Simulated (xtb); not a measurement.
Tb (SMILES [Tb]), sextet (GFN-xTB shapes and energies of metal compounds can be far from the true ones) (GFN-xTB holds the 4f electrons in the core, so unpaired electrons go into valence orbitals and the state isn't the physical one); GFN0-xTB (xtb).

Here is a job for xtb.
```
$ xtb mol.xyz --gfn 0 --uhf 5 --json

# file mol.xyz
1

Tb     0.00000000     0.00000000     0.00000000
```

The log (banner, timings and long lists left out):

```
   ID    Z sym.   atoms
    1   65 Tb     1

           -------------------------------------------------
          |                Calculation Setup                |
           -------------------------------------------------

           -------------------------------------------------
          |                 G F N 0 - x T B                 |
           -------------------------------------------------

          ...................................................
          :                      SETUP                      :
          :.................................................:
          :  # basis functions                  10          :
          :  # atomic orbitals                   9          :
          :  # shells                            3          :
          :  # electrons                         3          :
          :  electronic temp.          300.0000000     K    :
          :  accuracy                    1.0000000          :
          :  -> integral cutoff          0.2500000E+02      :
          :  -> integral neglect         0.1000000E-07      :
          ...................................................

         :::::::::::::::::::::::::::::::::::::::::::::::::::::
         ::                     SUMMARY                     ::
         :::::::::::::::::::::::::::::::::::::::::::::::::::::
         :: total energy              -1.322149766924 Eh    ::
         :: gradient norm              0.000000000000 Eh/a0 ::
         :: HOMO-LUMO gap              0.000000000000 eV    ::
         ::.................................................::
         :: H0 energy                 -1.322149766924 Eh    ::
         :: repulsion energy           0.000000000000 Eh    ::
         :: electrostat energy         0.000000000000 Eh    ::
         :: -> Gsolv                   0.000000000000 Eh    ::
         ::    -> Gsasa                0.000000000000 Eh    ::
         ::    -> Gshift               0.000000000000 Eh    ::
         :: dispersion energy          0.000000000000 Eh    ::
         :: short-range corr.          0.000000000000 Eh    ::
         :: add. restraining           0.000000000000 Eh    ::
         :: total charge               0.000000000000 e     ::
         :::::::::::::::::::::::::::::::::::::::::::::::::::::

           -------------------------------------------------
          |                Property Printout                |
           -------------------------------------------------

    * Orbital Energies and Occupations

         #    Occupation            Energy/Eh            Energy/eV
      -------------------------------------------------------------
         1        1.0000           -0.3817572             -10.3881
         2        0.6000           -0.3123985              -8.5008
         3        0.6000           -0.3123985              -8.5008
         4        0.6000           -0.3123985              -8.5008 (HOMO)
         5        0.6000           -0.3123985              -8.5008 (LUMO)
         6        0.6000           -0.3123985              -8.5008
         7                         -0.0913002              -2.4844
         8                         -0.0913002              -2.4844
         9                         -0.0913002              -2.4844
      -------------------------------------------------------------
                  HL-Gap            0.0000000 Eh            0.0000 eV
             Fermi-level            0.0000000 Eh            0.0000 eV

     #   Z          covCN         q      C6AA      α(0)
     1  65 Tb       0.000     0.000  3093.579   229.302

 Mol. C6AA /au·bohr⁶  :       3093.578938
 Mol. C8AA /au·bohr⁸  :     719661.754887
 Mol. α(0) /au        :        229.301596

Wiberg/Mayer (AO) data.
largest (>0.10) Wiberg bond orders for each atom

 ---------------------------------------------------------------------------
     #   Z sym  total        # sym  WBO       # sym  WBO       # sym  WBO
 ---------------------------------------------------------------------------
     1  65 Tb   0.000
 ---------------------------------------------------------------------------

 dipole moment from electron density (au)
     X       Y       Z
   0.0000   0.0000   0.0000  total (Debye):    0.000

           -------------------------------------------------
          | TOTAL ENERGY               -1.322149766924 Eh   |
          | GRADIENT NORM               0.000000000000 Eh/α |
          | HOMO-LUMO GAP               0.000000000000 eV   |
           -------------------------------------------------

normal termination of xtb
```
